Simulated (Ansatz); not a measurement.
Geometry optimisation, RKS PBE/def2-SVP (Ansatz).

Input file:

```yaml
crystal:
  periodic: [false, false, false]
  atoms:
    - { symbol: Hf, position_ang: [0.053576, -0.661593, -0.62473] }
    - { symbol: "N", position_ang: [0.311548, 0.335692, 2.616312] }
    - { symbol: H, position_ang: [-0.449505, 0.554359, 3.280043] }
    - { symbol: H, position_ang: [1.15598, 0.794956, 2.994248] }
    - { symbol: "N", position_ang: [1.948927, 0.002881, -0.894378] }
    - { symbol: H, position_ang: [2.730535, -0.618555, -1.140132] }
    - { symbol: H, position_ang: [2.300029, 0.969352, -0.859621] }
    - { symbol: "N", position_ang: [-1.073906, 0.971425, -0.259154] }
    - { symbol: H, position_ang: [-1.75395, 1.447664, -0.861684] }
    - { symbol: H, position_ang: [-1.046103, 1.401616, 0.672483] }
    - { symbol: Cl, position_ang: [-0.707923, -1.4706, -2.726703] }
    - { symbol: Cl, position_ang: [0.10304, -2.57166, 0.981485] }
    - { symbol: H, position_ang: [0.472054, -0.694337, 2.700732] }
basis:
  gaussian: { orbitals: def2-SVP }
hamiltonian:
  xc: pbe
relax:
  f_tol: 0.03
  max_steps: 50
output:
  orbitals: {}
```

Command:

```bash
$ ansatz run input.yaml --threads 4 --pin off --max-ram 5120MiB --backend cpu --events-out ev --progress --plain --runs-dir out
```

Where does it end, and by what steps?

The run converged. After 15 steps the energy has fallen by 0.516 eV; H4 moved furthest, 0.86 Å. Joined: Hf1–N2 (3.40 → 2.44 Å).

| step | energy less start (eV) | largest force component (eV/Å) | accepted |
| --- | --- | --- | --- |
| 0 | 0.0000 | 0.722 | yes |
| 1 | -0.1063 | 0.624 | yes |
| 2 | -0.2677 | 0.622 | yes |
| 3 | -0.3756 | 0.977 | yes |
| 4 | -0.4580 | 0.554 | yes |
| 5 | -0.4705 | 0.512 | yes |
| 6 | -0.4963 | 0.317 | yes |
| 7 | -0.5023 | 0.203 | yes |
| 8 | -0.5079 | 0.127 | yes |
| 9 | -0.5117 | 0.056 | yes |
| 10 | -0.5131 | 0.078 | yes |
| 11 | -0.5140 | 0.077 | yes |
| 12 | -0.5148 | 0.061 | yes |
| 13 | -0.5152 | 0.051 | yes |
| 14 | -0.5154 | 0.042 | yes |
| 15 | -0.5155 | 0.017 | yes |

```xyz
13
Properties=species:S:1:pos:R:3
Hf 0.083 -0.572 -0.180
N 0.392 0.090 2.152
H -0.457 0.023 2.732
H 0.768 1.041 2.271
N 2.011 -0.027 -0.561
H 2.737 -0.720 -0.785
H 2.369 0.902 -0.809
N -1.085 1.112 -0.048
H -1.623 1.409 -0.872
H -1.384 1.687 0.746
Cl -0.789 -1.217 -2.324
Cl -0.052 -2.709 0.985
H 1.072 -0.559 2.572
```

Whether the end is a true minimum wasn't checked by a vibrational analysis.

Run time: 37 s on 4 threads of Arm Neoverse V2 (shared host), peak memory 0.23 GiB.
